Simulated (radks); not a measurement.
Values are calculated unless marked as measured or tabulated.
Ionisation of the technetium ion Tc40+, [He] 2s1, to [He] as the strength of local exchange is varied. Code: a radial shooting solver on a logarithmic mesh with Libxc functionals. Model: scalar-relativistic Kohn-Sham, Slater X-alpha exchange (alpha = 2/3 is LDA exchange), no correlation, spin-polarised, spherical densities, point nucleus; open shells are filled with parallel spins first (spin-orbit coupling, left out, can overturn this in heavy ions).

alpha  E(Tc40+) (hartree)  exchange (hartree)  IE (eV)  -e of the level emptied (eV)  <r> of it (bohr)
0.637         -2084.73763           -26.43196   6002.1                   5934.6 (2s)            0.1391
0.667         -2085.98499           -27.68640   6007.0                   5940.4 (2s)            0.1390
0.901         -2095.72921           -37.50075   6045.1                   5985.8 (2s)            0.1385
0.923         -2096.64668           -38.42618   6048.6                   5990.1 (2s)            0.1385
0.989         -2099.40050           -41.20525   6059.4                   6003.0 (2s)            0.1384

NIST Atomic Spectra Database: 6008.4 eV (theoretical). The Delta-SCF value meets it near alpha = 0.68. Nuclear size, the Breit interaction and QED, all absent here, shift the 1s and 2s values of heavy ions.
